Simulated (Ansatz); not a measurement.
`N[Si](Cl)Cl` radical at its PBE0-D4/def2-TZVP geometry, where that method's forces vanish. The species carries charge 0 and has multiplicity 2.

```xyz
6

N    -0.3530   -0.7314    0.4305
Si   -0.1152    0.6177   -0.5831
Cl    1.5141    0.1999   -1.7717
Cl    0.2351    2.2369    0.6405
H    -0.3264   -1.6635    0.0476
H    -0.9547   -0.6595    1.2361
```

Q: What forces (eV/Å) does PBE-D4/def2-TZVPP give on these atoms in the Gaussian-basis code of Ansatz? (Best estimate.)

A: The calculation gave: 
```
N1   0.165 -0.061  0.138
Si2 -0.271  0.198 -0.311
Cl3  0.276 -0.084 -0.202
Cl4  0.053  0.272  0.218
H5  -0.009 -0.326 -0.115
H6  -0.214  0.001  0.272
```
